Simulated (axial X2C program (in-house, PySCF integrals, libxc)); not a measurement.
## MnC: nuclear properties from DFT to coupled cluster

Computed with an in-house all-electron X2C program for linear molecules (integrals from PySCF): two-component X2C with atomic mean-field Coulomb and Gaunt terms, Gaussian nuclei, basis Mn dyall-acv3z, C dyall-av3z with contracted cores.

R = 1.755 Å (near the PBE0 minimum at charge 0 of the determinant lowest at the starting distance; the state shown can have its own minimum elsewhere); state Ω = 3/2 (⟨Sz⟩ = 1.50, ⟨Lz⟩ = 0.00 at PBE0).

```
level  Eeff magnitude (GV/cm)  Ws magnitude Mn (kHz)  A∥/gI Mn (MHz)  qzz Mn (a.u.)  A∥/gI C (MHz)  μ (D)
 PBE0                   0.764                  0.222             729          -1.20           15.5  -2.90
   HF                    1.18                  0.328             440          -2.12          -45.5  -1.53
B3LYP                   0.668                  0.195             775          -1.11            8.9  -3.09
```

Eeff is the effective electric field on the electron electric dipole moment in this Ω state and Ws the scalar–pseudoscalar constant of the nucleus named (defined with the proton number Z and per Ω); A∥ (defined per Ω) follows by multiplying with gI = μI/(I μN); qzz is the electric field gradient, eQq0 = 234.96 MHz × Q/barn × qzz; μ is positive if the C end (last atom) is positive. The operators were transformed with the bare-nucleus X2C matrices; with these basis sets, hyperfine constants and field gradients can be off by tens of per cent, and where levels differ in sign neither size nor sign is settled.

Finite-field MP2, CCSD and CCSD(T), with 19 electrons correlated in 130 natural virtual spinors (MP2 remainder added):

| level | Eeff magnitude (GV/cm) | Ws magnitude Mn (kHz) | A∥/gI Mn (MHz) | qzz Mn (a.u.) | A∥/gI C (MHz) | μ (D) |
| --- | --- | --- | --- | --- | --- | --- |
| MP2 | 1.24 | 0.348 | 627 | -1.56 | -10.3 | -2.11 |
| CCSD | 1.07 | 0.3 | 590 | -1.26 | 1.32 | -2.23 |
| CCSD(T) | 1 | 0.28 | 593 | -1.07 | 4.67 | -2.27 |

T1 = 0.045 (Lee–Taylor), a sign of multireference character. One unrestricted determinant, the lowest of a limited PBE0 search, is the reference; the functionals treat spin collinearly. With several open shells it need not be a pure state. Correlation of the inner shells is missing, which matters for properties at the nucleus. Number of frozen shells: Mn 2 s, 1 p; C 1 s.

**Question.** By how much does correlation change each value, CCSD(T) against HF?

**Answer.** Eeff magnitude -15 %; Ws magnitude Mn -15 %; A∥/gI Mn 35 %; qzz Mn -50 %; A∥/gI C from -45.5 to 4.67, a change of sign; μ 48 %.
